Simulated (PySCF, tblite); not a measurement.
Species: C₄H₉OPSi.
Atom-mapped SMILES: `[O:1]=[P@@H:2]1[CH:3]=[C:4]([SiH3:5])[CH2:6][CH2:7]1` (hydrogens: H8 on P2; H9 on C3; H10, H11, H12 on Si5; H13, H14 on C6; H15, H16 on C7)

Computed with GFN2-xTB (tblite), gas phase: Langevin dynamics at 400 K from the optimised GFN2-xTB geometry, time step 0.5 fs, friction 0.01 fs⁻¹, 2000 steps. Over the second half of the run the saved frames average 398 K.

Frame at 250 fs, instantaneous temperature 350 K:
```
atom  x, y, z in Å
O1     -3.486   -1.341   -0.756
P2     -2.289   -0.542   -0.534
C3     -0.467   -1.002   -0.815
C4      0.181   -0.299    0.114
Si5     2.056   -0.231    0.166
C6     -0.570    0.517    1.093
C7     -1.992   -0.082    1.175
H8     -2.678    0.597   -1.300
H9     -0.079   -1.530   -1.613
H10     2.342    1.226    0.055
H11     2.809   -1.005   -0.796
H12     2.483   -0.523    1.583
H13    -0.733    1.609    0.674
H14    -0.028    0.633    2.011
H15    -2.715    0.709    1.529
H16    -1.983   -0.932    1.810
```

Frame at 425 fs, instantaneous temperature 477 K:
```
atom  x, y, z in Å
O1     -3.224   -2.067   -0.610
P2     -2.799   -0.694   -0.249
C3     -1.009   -0.404   -0.468
C4     -0.313   -0.240    0.676
Si5     1.539   -0.379    0.721
C6     -1.173    0.076    1.825
C7     -2.675   -0.220    1.521
H8     -3.622    0.247   -0.995
H9     -0.560   -0.898   -1.302
H10     2.075    0.758    1.431
H11     2.203   -0.433   -0.659
H12     2.116   -1.530    1.383
H13    -1.104    1.162    2.192
H14    -0.859   -0.513    2.692
H15    -3.352    0.676    1.649
H16    -3.118   -1.131    2.018
```

Frame at 625 fs, instantaneous temperature 421 K:
```
atom  x, y, z in Å
O1     -3.402   -2.006   -0.781
P2     -2.605   -0.856   -0.230
C3     -0.849   -0.674   -0.506
C4     -0.096   -0.263    0.542
Si5     1.720   -0.021    0.282
C6     -0.772   -0.197    1.857
C7     -2.323   -0.653    1.629
H8     -2.984    0.364   -0.775
H9     -0.312   -0.738   -1.386
H10     2.277    0.531    1.531
H11     1.878    0.899   -0.751
H12     2.233   -1.305   -0.050
H13    -0.933    0.860    2.103
H14    -0.257   -0.727    2.615
H15    -2.916    0.165    1.985
H16    -2.585   -1.620    2.062
```

Frame at 800 fs, instantaneous temperature 429 K:
```
atom  x, y, z in Å
O1     -2.925   -2.075   -0.142
P2     -2.403   -0.833    0.441
C3     -0.786   -0.493   -0.192
C4      0.054   -0.259    0.825
Si5     1.823    0.156    0.649
C6     -0.666    0.052    2.135
C7     -1.851   -0.847    2.163
H8     -3.222    0.277    0.190
H9     -0.511   -0.774   -1.176
H10     2.360   -0.027    2.015
H11     1.836    1.618    0.228
H12     2.484   -0.588   -0.370
H13    -1.131    1.027    2.197
H14     0.034    0.036    3.014
H15    -2.803   -0.736    2.683
H16    -1.625   -1.897    2.185
```

Frame at 1000 fs, instantaneous temperature 449 K:
```
atom  x, y, z in Å
O1     -2.876   -1.964    0.226
P2     -2.519   -0.608    0.623
C3     -1.047    0.055   -0.126
C4     -0.028    0.370    0.627
Si5     1.753    0.668    0.084
C6     -0.437    0.285    2.131
C7     -1.731   -0.512    2.313
H8     -3.644    0.239    0.400
H9     -1.106    0.122   -1.197
H10     2.375    1.042    1.347
H11     1.937    1.877   -0.868
H12     2.233   -0.400   -0.740
H13    -0.436    1.331    2.490
H14     0.400   -0.198    2.651
H15    -2.413   -0.095    3.008
H16    -1.612   -1.589    2.626
```

**Question.** What do single points at PBE0/pcSseg-1 (PySCF, gas phase) give on these frames?

**Answer.** 
| t (fs) | GFN2-xTB E above start (eV) | DFT E above lowest frame (eV) | HOMO (eV) | LUMO (eV) | dipole (D) |
| --- | --- | --- | --- | --- | --- |
| 250 | 0.79 | 0.34 | -7.30 | -1.32 | 4.32 |
| 425 | 0.65 | 0.00 | -7.59 | -1.47 | 3.95 |
| 625 | 0.77 | 0.22 | -7.63 | -1.23 | 4.71 |
| 800 | 0.77 | 0.31 | -7.40 | -1.45 | 3.99 |
| 1000 | 0.58 | 0.12 | -7.51 | -1.33 | 4.00 |

The two levels order the frames alike by energy but for pairs within 0.08 eV at one level; measured from each level's lowest frame they differ by 0.13 eV at most. The HOMO–LUMO gap runs from 5.95 to 6.40 eV. These are instantaneous structures, not minima.

**Question.** And the isotropic GIAO shieldings (ppm) from the same runs?

**Answer.** 
```tsv
atom	250 fs	425 fs	625 fs	800 fs	1000 fs	mean	range
O1	201.5	185.9	227.1	221.8	202.7	207.8	41.2
P2	281.7	293.3	309.2	288.3	282.9	291.1	27.5
C3	33.7	23.6	29.2	27.6	41.8	31.2	18.2
C4	20.5	22.4	18.2	21.5	28.4	22.2	10.2
Si5	426.0	429.7	430.9	424.9	428.1	427.9	6.0
C6	153.5	145.3	143.6	156.0	141.2	147.9	14.8
C7	155.7	148.9	148.6	151.3	154.2	151.7	7.1
H8	21.9	22.4	23.5	23.4	22.3	22.7	1.6
H9	24.8	24.9	25.5	24.5	25.5	25.0	1.0
H10	27.4	27.8	27.7	27.4	27.5	27.6	0.4
H11	27.6	26.5	28.5	26.8	26.3	27.1	2.2
H12	27.1	27.5	27.9	27.7	27.5	27.5	0.8
H13	27.7	27.6	28.7	29.4	29.0	28.5	1.8
H14	29.3	28.6	29.4	28.4	28.6	28.9	1.0
H15	28.7	28.6	29.6	29.4	30.2	29.3	1.6
H16	30.5	28.9	29.5	30.7	29.2	29.8	1.8
```

What follows is the cost of the whole dynamics run. On one thread of an Intel Xeon at 2.50 GHz (shared host), this took 43 s of wall time and 0.18 GiB of memory at its peak.
